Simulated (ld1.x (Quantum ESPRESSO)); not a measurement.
# Ni, TM: configuration errors across variants

ld1.x (Quantum ESPRESSO) 7.5 input, shortened:

```
&input
   title='Ni', zed=28., rel=0, dft='PW91', iswitch=3,
   config='[Ar] 3d8 4s2 4p0'
 /
 &inputp
   pseudotype=2, tm=.true., lloc=0,
   nlcc=.false.
 /
3
3P  2  1   6.00   0.00  0.90  0.90  0.0
3D  3  2   8.00   0.00  0.95  0.95  0.0
3S  1  0   2.00   0.00  1.25  1.25  0.0
 &test
   configts(1)='3s2 3p6 3d8 4s2 4p0'
 /
```

Occupied shells without a wave of their own: 4s. They enter only through the test configuration that unscreens the potential.

All-electron excitation energies from the reference (eV): (1) 3s2 3p6 3d8 4s1 4p0 9.217; (2) 3s2 3p6 3d8 4s0 4p0 26.345; (3) 3s2 3p6 3d7 4s0 4p0 64.173; (4) 3s2 3p6 3d7 4s2 4p0 16.613; (5) 3s2 3p6 3d9 4s1 4p0 -1.999; (6) 3s2 3p6 3d8 4s0 4p2 9.197; (7) 3s2 3p6 3d6 4s0 4p0 122.203.

For the base: The 4s level has no wave, so the channel is fitted at the deeper level alone: the likely source of the large errors.

On the changes marked as counting shells twice: ld1.x takes every shell without a wave as core, so the model core holds the marked electrons as well and exchange and correlation see them twice. This cancels in the reference configuration, but the file is broken for other ones, and its errors say nothing about a proper core correction.

5 further variants failed, have other tests or another functional or relativity, and are left out.

The file “base” misses its own reference levels by 1.0 eV. The file “core correction a·sin(br)/r model core inside 0.56 bohr (4s counted twice)” misses its own reference levels by 1.0 eV. The file “wave 3d (bound): rc 0.95 bohr becomes 3d (bound): rc 1.34 bohr” misses its own reference levels by 1.0 eV. The file “all radii scaled by about 1.09 (s 1.36, p 0.98, d 1.04 bohr)” misses its own reference levels by 1.5 eV. The file “wave 3d (bound): rc 0.95 bohr becomes 3d (bound): rc 1.02 bohr” misses its own reference levels by 1.0 eV.

Errors AE − PS in meV (a dash: test not solved or not reliable):

| change | (1) | (2) | (3) | (4) | (5) | (6) | (7) | bound ghosts |
| --- | --- | --- | --- | --- | --- | --- | --- | --- |
| base | -1364 | -3470 | -5129 | +44 | -741 | -2096 | -6898 | none |
| wave 3s (bound): rc 1.25 bohr becomes 3s (bound): rc 0.94 bohr | -290 | -742 | -1121 | +17 | -150 | -444 | -1520 | none |
| core correction a·sin(br)/r model core inside 0.56 bohr (4s counted twice) | -1514 | -4115 | -6067 | +0.8 | -763 | -2186 | -8081 | none |
| wave 3d (bound): rc 0.95 bohr becomes 3d (bound): rc 1.34 bohr | -1364 | -3472 | -5142 | +47 | -743 | -2097 | -6869 | none |
| all radii scaled by about 1.09 (s 1.36, p 0.98, d 1.04 bohr) | -2035 | -5150 | -7521 | +35 | -1141 | -3116 | -10051 | none |
| wave 3d (bound): rc 0.95 bohr becomes 3d (bound): rc 1.02 bohr | -1364 | -3471 | -5130 | +44 | -742 | -2096 | -6897 | none |

Give the same row for: wave 3p (bound): rc 0.90 bohr becomes 3p (bound): rc 1.22 bohr.

-1364, -3471, -5128, +44, -741, -2085, -6894; bound ghosts: none.
